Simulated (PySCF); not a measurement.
InP (SMILES [P]=[In]), triplet, geometry from GFN2-xTB (such geometries of metal compounds can be far from the true shape) (core potentials on In); BLYP/def2-SV(P) in PySCF.

The PySCF input:
```python
from pyscf import gto, scf, dft

mol = gto.Mole()
mol.atom = '''
    In   -0.000000   -0.000000   -0.613897
    P     0.000000    0.000000    2.005398
'''
mol.basis = 'def2-sv(p)'
mol.ecp = {'In': 'def2-sv(p)'}
mol.charge = 0
mol.spin = 2
mol.verbose = 4
mol.build()

mf = dft.UKS(mol)
mf.xc = 'blyp'
mf.kernel()
```

What the program printed (banner, timings and long lists left out):

```
PySCF version 2.14.0

[INPUT] verbose = 4
[INPUT] num. atoms = 2
[INPUT] num. electrons = 36
[INPUT] charge = 0
[INPUT] spin (= nelec alpha-beta = 2S) = 2
[INPUT] symmetry False subgroup None
[INPUT] Mole.unit = angstrom
[INPUT] Symbol           X                Y                Z      unit          X                Y                Z       unit  Magmom
[INPUT]  1 In     0.000000000000   0.000000000000  -0.613897000000 AA    0.000000000000   0.000000000000  -1.160097198692 Bohr   0.0
[INPUT]  2 P      0.000000000000   0.000000000000   2.005398000000 AA    0.000000000000   0.000000000000   3.789652990751 Bohr   0.0

nuclear repulsion = 63.6395753207638
number of shells = 18
number of NR pGTOs = 97
number of NR cGTOs = 44
basis = def2-sv(p)
ecp = {'In': 'def2-sv(p)'}

******** <class 'pyscf.dft.uks.UKS'> ********
method = UKS
initial guess = minao
damping factor = 0
level_shift factor = 0
DIIS = <class 'pyscf.scf.diis.CDIIS'>
diis_start_cycle = 1
diis_space = 8
diis_damp = 0
SCF conv_tol = 1e-09
SCF conv_tol_grad = None
SCF max_cycles = 50
direct_scf = True
direct_scf_tol = 1e-13
number electrons alpha = 19  beta = 17
XC library pyscf.dft.libxc version 7.1.2
    S. Lehtola, C. Steigemann, M. J. T. Oliveira, and M. A. L. Marques,  SoftwareX 7, 1–5 (2018)
XC functionals = blyp
    A. D. Becke,  Phys. Rev. A 38, 3098 (1988)
    C. Lee, W. Yang, and R. G. Parr,  Phys. Rev. B 37, 785 (1988)
    B. Miehlich, A. Savin, H. Stoll, and H. Preuss,  Chem. Phys. Lett. 157, 200 (1989)
radial grids:
    Treutler-Ahlrichs [JCP 102, 346 (1995); DOI:10.1063/1.469408] (M4) radial grids

becke partition: Becke, JCP 88, 2547 (1988); DOI:10.1063/1.454033
pruning grids: <function nwchem_prune>
grids dens level: 3
symmetrized grids: False
atomic radii adjust function: <function treutler_atomic_radii_adjust>
small_rho_cutoff = 0
Set gradient conv threshold to 3.16228e-05
tot grids = 41056
init E= -510.513460696711

cycle= 1 E= -528.693092627966  delta_E= -18.2  |g|=  1.7  |ddm|=  8.9
cycle= 2 E= -466.253093470946  delta_E= 62.4  |g|= 6.03  |ddm|=   12

cycle= 3 E= -530.915302561118  delta_E= -64.7  |g|= 0.52  |ddm|= 11.1

cycle= 4 E= -529.319045052676  delta_E=  1.6  |g|= 1.03  |ddm|=  2.6
cycle= 5 E= -531.271382049821  delta_E= -1.95  |g|= 0.128  |ddm|= 2.07
cycle= 6 E= -531.276343948463  delta_E= -0.00496  |g|= 0.124  |ddm|= 1.02
cycle= 7 E= -531.291118471519  delta_E= -0.0148  |g|= 0.0446  |ddm|= 0.176
cycle= 8 E= -531.293686769839  delta_E= -0.00257  |g|= 0.0136  |ddm|= 0.0925
cycle= 9 E= -531.293882355049  delta_E= -0.000196  |g|= 0.00222  |ddm|= 0.0299
cycle= 10 E= -531.293887908319  delta_E= -5.55e-06  |g|= 0.000189  |ddm|= 0.00478
cycle= 11 E= -531.293887951409  delta_E= -4.31e-08  |g|= 5.47e-05  |ddm|= 0.000582
cycle= 12 E= -531.293887956054  delta_E= -4.65e-09  |g|= 1.04e-05  |ddm|= 0.000192
cycle= 13 E= -531.293887956221  delta_E= -1.67e-10  |g|= 1.2e-06  |ddm|= 3.17e-05
Extra cycle  E= -531.293887956218  delta_E= 3.18e-12  |g|= 2.16e-06  |ddm|= 8.49e-06
converged SCF energy = -531.293887956218  <S^2> = 2.0046392  2S+1 = 3.0030912
```
